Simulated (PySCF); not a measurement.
C3H8FNSi.
Geometry (PBE0-D3(BJ)/def2-SVP, Å), atoms numbered from 1 in this order:
```xyz
14
C3H8FNSi angstrom
F     -4.071    0.115    0.535
C     -2.700    0.104    0.618
C     -2.118   -0.293   -0.719
C     -0.625   -0.355   -0.729
N      0.080   -0.096    0.291
Si     1.831   -0.148    0.339
H     -2.348    1.105    0.914
H     -2.389   -0.604    1.403
H     -2.449    0.411   -1.504
H     -2.517   -1.276   -1.029
H     -0.182   -0.646   -1.710
H      2.330    1.203    0.727
H      2.423   -0.535   -0.987
H      2.245   -1.139    1.373
```

The calculation used PBE0-D3(BJ)/def2-SVP geometry optimisation, gas phase in PySCF 2.14.0.

Take the most abundant isotopes and a rigid rotor. The values belong to one conformer with, in the numbering `[F:1][CH2:2][CH2:3]/[CH:4]=[N:5]/[SiH3:6]`, F1–C2–C3–C4 -179°, C2–C3–C4–N5 0°.

Question: Give the principal moments of inertia and the rotational constants in cm⁻¹.

Answer: Ia = 46.43, Ib = 519.23, Ic = 553.41 u·Å²; 505379 MHz·u·Å²/I gives 10885, 973.3 and 913.2 MHz, that is A = 0.36309, B = 0.03247, C = 0.03046 cm⁻¹.

Question: Classify the top.

Answer: A near-prolate asymmetric top. Ray's parameter κ = (2B − A − C)/(A − C) = -0.988; −1 is the prolate and +1 the oblate limit.

Question: Is it planar, by Δ = Ic − Ia − Ib?

Answer: Not planar: Δ = Ic − Ia − Ib = -12.24 u·Å². For a rigid frame Δ = −2 Σ m c², so Σ m c² = 6.12 u·Å² lies off the ab plane, practically all of it from hydrogen. The atom farthest from that plane is 1.22 Å away.

Question: Give the other two planar moments, Paa and Pbb, and the rms extents of the mass along the axes.

Answer: Paa = Σ m a² = (Ib + Ic − Ia)/2 = 513.11 and Pbb = Σ m b² = (Ia + Ic − Ib)/2 = 40.31 u·Å². With the mass M = 105.04 u, the rms extents √(P/M) along a, b and c are 2.21, 0.62, 0.24 Å.

Question: List the rotational levels J(Ka,Kc) to J = 5 (MHz).

Answer: Above 0(0,0):
J = 1: 1(0,1) 1887, 1(1,1) 11798, 1(1,0) 11859
J = 2: 2(0,2) 5659, 2(1,2) 15511, 2(1,1) 15692, 2(2,1) 45428, 2(2,0) 45428
J = 3: 3(0,3) 11318, 3(1,3) 21081, 3(1,2) 21441, 3(2,2) 51087, 3(2,1) 51089, 3(3,1) 100797, 3(3,0) 100797
J = 4: 4(0,4) 18861, 4(1,4) 28506, 4(1,3) 29107, 4(2,3) 58633, 4(2,2) 58637, 4(3,2) 108344, 4(3,1) 108344, 4(4,1) 177938, 4(4,0) 177938
J = 5: 5(0,5) 28288, 5(1,5) 37787, 5(1,4) 38689, 5(2,4) 68065, 5(2,3) 68075, 5(3,3) 117778, 5(3,2) 117778, 5(4,2) 187371, 5(4,1) 187371, 5(5,1) 276848, 5(5,0) 276848
Those of J = 1 are B + C, A + C and A + B.

Question: Predict some low-J microwave lines.

Answer: The dipole components are |μa| = 1.19 D, |μb| = 1.51 D, |μc| = 0.00 D; the mirror of this Cs structure is the ab plane, so μc vanishes by symmetry (the 0.01 D computed is a residue) and there are no c-type lines. The squared components, which scale the intensities, stand as 0.63 : 1.00 (a : b). Some lines, for components of 0.1 D or more:

```csv
type,branch,"J(Ka,Kc)",MHz,lower level (cm⁻¹)
a,Q,"3(1,2) ← 3(1,3)",361,0.703
a,Q,"4(1,3) ← 4(1,4)",601,0.951
a,R,"1(0,1) ← 0(0,0)",1887,0.000
a,R,"2(1,2) ← 1(1,1)",3713,0.394
a,R,"2(1,1) ← 1(1,0)",3833,0.396
a,R,"3(1,3) ← 2(1,2)",5569,0.517
a,R,"3(0,3) ← 2(0,2)",5659,0.189
a,R,"3(2,2) ← 2(2,1)",5660,1.515
a,R,"4(2,3) ← 3(2,2)",7546,1.704
a,R,"4(3,2) ← 3(3,1)",7547,3.362
a,R,"4(2,2) ← 3(2,1)",7549,1.704
a,R,"4(1,3) ← 3(1,2)",7666,0.715
b,Q,"4(1,3) ← 4(0,4)",10246,0.629
b,R,"2(1,2) ← 1(0,1)",13625,0.063
b,R,"4(1,4) ← 3(0,3)",17188,0.378
b,Q,"3(2,1) ← 3(1,2)",29647,0.715
b,Q,"3(2,2) ← 3(1,3)",30007,0.703
b,Q,"4(2,3) ← 4(1,4)",30127,0.951
b,R,"2(2,0) ← 1(1,1)",33629,0.394
b,R,"3(2,1) ← 2(1,2)",35577,0.517
b,R,"4(2,3) ← 3(1,2)",37192,0.715
b,Q,"3(3,0) ← 3(2,1)",49709,1.704
b,Q,"3(3,1) ← 3(2,2)",49710,1.704
b,Q,"4(3,2) ← 4(2,3)",49711,1.956
b,R,"3(3,1) ← 2(2,0)",55369,1.515
b,R,"4(3,1) ← 3(2,2)",57257,1.704
b,Q,"4(4,0) ← 4(3,1)",69593,3.614
b,Q,"4(4,1) ← 4(3,2)",69593,3.614
```

Question: Estimate the classical rotational partition function at 10 K, 25 K and 298.15 K.

Answer: Point group Cs, symmetry number σ = 1; q = (√π/σ)·√((kT/h)³/(ABC)), k/h = 20836.6 MHz/K: 1710 at 10 K, 6770 at 25 K, 279000 at 298.15 K.

PBE0-D3(BJ)/def2-SVP frequencies: not computed here. Constants of a rigid frame at the computed geometry: no zero-point averaging, no centrifugal distortion. A rigid rotor knows nothing of internal rotation, which can split or shift real lines. Quadrupole hyperfine structure (14N) is left out.
